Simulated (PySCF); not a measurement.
# Deuteron quadrupole couplings in `C[Si]1(P)C[SiH2]C1`

C3H11PSi2.
Numbering: `[CH3:1][Si:2]1([PH2:3])[CH2:4][SiH2:5][CH2:6]1` (hydrogens: H7, H8, H9 on C1; H10, H11 on P3; H12, H13 on C4; H14, H15 on Si5; H16, H17 on C6)

Cartesian coordinates in Å at the PBE0-D3(BJ)/def2-SVP level; atoms count from 1:
```
atom  x, y, z in Å
C1     0.315    2.190    0.097
Si2    0.426    0.332   -0.140
P3     2.514   -0.216   -0.836
C4    -0.262   -0.669    1.334
Si5   -1.586   -1.360    0.152
C6    -0.894   -0.374   -1.323
H7     1.016    2.535    0.873
H8     0.553    2.717   -0.840
H9    -0.703    2.475    0.405
H10    2.279   -1.619   -0.689
H11    3.094   -0.086    0.464
H12   -0.649   -0.053    2.161
H13    0.420   -1.422    1.756
H14   -2.985   -0.983    0.528
H15   -1.517   -2.843   -0.031
H16   -0.508   -0.989   -2.150
H17   -1.575    0.380   -1.748
```

Level: PBE0/pcSseg-1 (PySCF, non-relativistic); Q(2H) = 0.00286 b; rigid geometry, the same for H and D, with no vibrational averaging.

Question: Rank these positions by the coupling χzz of a deuteron there, largest first.
A. H8 (methyl hydrogen)
B. H13 (methylene hydrogen)
C. H14 (Si–H hydrogen)
D. H10 (P–H hydrogen)

Answer: B (206 kHz), A (200 kHz), D (115 kHz), C (94 kHz).

What are Vzz, η and χzz (234.96 MHz × Q × Vzz) at all hydrogens?

| atom | bonded to | bond length (Å) | Vzz (au) | η | χzz (kHz) |
| --- | --- | --- | --- | --- | --- |
| H7 | C1 | 1.101 | 0.2975 | 0.01 | 200 |
| H8 | C1 | 1.101 | 0.2971 | 0.01 | 200 |
| H9 | C1 | 1.102 | 0.2970 | 0.01 | 200 |
| H10 | P3 | 1.430 | 0.1705 | 0.08 | 115 |
| H11 | P3 | 1.430 | 0.1704 | 0.08 | 114 |
| H12 | C4 | 1.101 | 0.3054 | 0.04 | 205 |
| H13 | C4 | 1.100 | 0.3070 | 0.04 | 206 |
| H14 | Si5 | 1.496 | 0.1399 | 0.01 | 94 |
| H15 | Si5 | 1.496 | 0.1399 | 0.01 | 94 |
| H16 | C6 | 1.101 | 0.3059 | 0.04 | 206 |
| H17 | C6 | 1.101 | 0.3060 | 0.04 | 206 |

Average by the element that carries the hydrogen.

on C: 203 kHz over 7 positions, mean bond length 1.101 Å; on P: 115 kHz over 2 positions, mean bond length 1.430 Å; on Si: 94 kHz over 2 positions, mean bond length 1.496 Å.

Geometry: PBE0-D3(BJ)/def2-SVP, one conformer, isolated molecule. These gradients aren't converged with respect to the basis.
